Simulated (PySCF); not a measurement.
Method used: core-valence-separated Tamm–Dancoff BHandHLYP/aug-pcX-1 (pcseg-1 on H, def2-SVPD on Si) in PySCF, non-relativistic, gas phase, PBE0-D3(BJ)/def2-SVP geometry. No empirical shift is added; at this level the pattern usually sits a few eV under experiment.

Main lines of an unknown, eV (oscillator strength): C K: 282.6 (0.054), 282.7 (0.068), 285.4 (0.009), 285.6 (0.009), 285.8 (0.010). Listed: the first five lines at most of each edge with a tenth or more of its strongest line's intensity; roots within 0.03 eV on the same or equivalent atoms are summed. Only the lowest roots were sought, and the top ones are left out.

Question: Which candidate gives them?
A. `C[SiH]1CC1`
B. `C=CCC[SiH3]`

Answer: B. 

- `C=CCC[SiH3]`: C K: 282.6 (0.054), 282.7 (0.068), 285.4 (0.009), 285.6 (0.009), 285.8 (0.010). First C line listed at 282.6 eV, hole on the terminal =CH2 carbon (1s→π*).
- `C[SiH]1CC1`: C K: 285.0 (0.047), 285.6 (0.041), 285.7 (0.043), 285.9 (0.026), 286.0 (0.033). First C line listed at 285.0 eV, hole on the sp3 carbon bound to silicon.

One conformer each; other structures than these candidates weren't tested.

The values belong to the conformer `[CH2:1]=[CH:2][CH2:3][CH2:4][SiH3:5]`: C1–C2–C3–C4 118°, C2–C3–C4–Si5 180°.
